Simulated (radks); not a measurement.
Isoelectronic series with 14 electrons, each ion in its NIST ground configuration. Calculated with a radial shooting solver on a logarithmic mesh with Libxc functionals: scalar-relativistic Kohn-Sham, LDA (Slater exchange, Perdew-Wang correlation), spin-polarised, spherical densities, point nucleus; open shells are filled with parallel spins first (spin-orbit coupling, left out, can overturn this in heavy ions). Total energies (hartree) and mean radii <r> (bohr) (* marks an orbital that is empty in some or all of the ions):

ion    configuration  E (hartree)  3d up*  3p down*   3p up  3s down
K5+     [Ne] 3s2 3p2   -592.28968   1.263     1.200   1.189    1.143
Ca6+    [Ne] 3s2 3p2   -666.60044   1.110     1.087   1.079    1.049
Sc7+    [Ne] 3s2 3p2   -745.46764  0.9919    0.9941  0.9877   0.9688
Ti8+    [Ne] 3s2 3p2   -828.90160  0.8983    0.9167  0.9115   0.9006
V9+     [Ne] 3s2 3p2   -916.91374  0.8217    0.8509  0.8466   0.8416
Cr10+   [Ne] 3s2 3p2  -1009.51647  0.7578    0.7943  0.7906   0.7900
Mn11+   [Ne] 3s2 3p2  -1106.72313  0.7036    0.7448  0.7417   0.7444
Fe12+   [Ne] 3s2 3p2  -1208.54795  0.6569    0.7013  0.6986   0.7039
Co13+   [Ne] 3s2 3p2  -1315.00598  0.6162    0.6627  0.6603   0.6675
Ni14+   [Ne] 3s2 3p2  -1426.11312  0.5805    0.6282  0.6261   0.6347
Cu15+   [Ne] 3s2 3p2  -1541.88610  0.5488    0.5971  0.5953   0.6050
Zn16+   [Ne] 3s2 3p2  -1662.34246  0.5205    0.5690  0.5673   0.5779
Ga17+   [Ne] 3s2 3p2  -1787.50056  0.4950    0.5434  0.5419   0.5532
Ge18+   [Ne] 3s2 3p2  -1917.37963  0.4719    0.5200  0.5187   0.5304
As19+   [Ne] 3s2 3p2  -2051.99969  0.4510    0.4986  0.4974   0.5094
Se20+   [Ne] 3s2 3p2  -2191.38165  0.4318    0.4789  0.4778   0.4900
Br21+   [Ne] 3s2 3p2  -2335.54726  0.4143    0.4606  0.4596   0.4719
Kr22+   [Ne] 3s2 3p2  -2484.51917  0.3981    0.4437  0.4428   0.4552
Rb23+   [Ne] 3s2 3p2  -2638.32092  0.3832    0.4280  0.4271   0.4395
Sr24+   [Ne] 3s2 3p2  -2796.97694  0.3693    0.4133  0.4125   0.4248
Zr26+   [Ne] 3s2 3p2  -3128.95430  0.3444    0.3868  0.3861   0.3982
Nb27+   [Ne] 3s2 3p2  -3302.32928  0.3332    0.3747  0.3741   0.3860
